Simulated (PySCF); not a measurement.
**Spinor energies of Ir²⁺ (iridium, charge +2)**

Start: [Xe] 4f14 5d7; 5d3/2 filled at m_j = -3/2, -1/2, +1/2, +3/2; 5d5/2 filled at m_j = +1/2, +3/2, +5/2. Calculated with PySCF 2.14 in x2c-QZVPPall-2c (16s16p12d7f2g, 191 functions): generalised Hartree-Fock with the X2C-1e Hamiltonian and a Gaussian nucleus; one run each with spin-orbit coupling (SO) switched off, then screened by Boettger's factors.

```csv
spinor shell,electrons,"ε, spin-free (eV)","ε, screened SO (eV)",weight of nominal j (screened SO),"rms radius, screened SO (bohr)"
1s1/2,2,-76552.9,-76526.2,1.000,0.0197
2s1/2,2,-13554.6,-13546.1,1.000,0.0795
2p1/2,2,-11786.1,-12955.0,1.000,0.0675
2p3/2,4,-11786.1,-11321.3,1.000,0.0752
3s1/2,2,-3250.0,-3247.2,1.000,0.203
3p1/2,2,-2724.2,-2982.9,1.000,0.195
3p3/2,4,-2724.2,-2619.4,1.000,0.210
3d3/2,4,-2137.5,-2183.3,1.000,0.185
3d5/2,6,-2137.5,-2104.9,1.000,0.189
4s1/2,2,-742.18,-741.26,1.000,0.450
4p1/2,2,-566.74,-628.65,1.000,0.456
4p3/2,4,-566.74,-541.39,1.000,0.490
4d3/2,4,-346.73,-356.49,1.000,0.507
4d5/2,6,-346.73,-339.47,1.000,0.519
5s1/2,2,-132.82,-132.59,1.000,1.05
4f5/2,6,-100.14,-101.69,0.998,0.583
4f7/2,8,-100.14,-98.187,0.998,0.589
5p1/2,2,-84.752,-96.210,0.985,1.15
5p3/2,4,-84.752,-79.850,0.993,1.24
5d3/2,4,-30.569,-31.496,0.731,1.71
5d5/2,3,-30.569,-29.455,0.707,1.76
```

```
   quantity     spin-free   screened SO
E (hartree)  -17813.54858  -17838.46771
        M_J           9/2           9/2
       ⟨J²⟩        24.768        24.771
       ⟨L²⟩        12.014        13.094
       ⟨S²⟩         3.754         3.608
```

Each row is a mean over spinors that exchange with the open shell spreads, by up to 7.347 eV (5p3/2).

Rows whose weight is well below 1 are mixtures of j = l ± 1/2: exchange outweighs spin-orbit coupling there, and the label is only the starting occupation.

Breit and QED terms are absent; they matter most for the inner s and p1/2 levels.

Densities and radii are taken from the X2C orbitals without a picture-change correction, which distorts them close to the nucleus.

Without spin-orbit coupling the j labels of p, d and f shells carry no meaning; the spin-free column gives the mean over the occupied spinors of each nl shell.
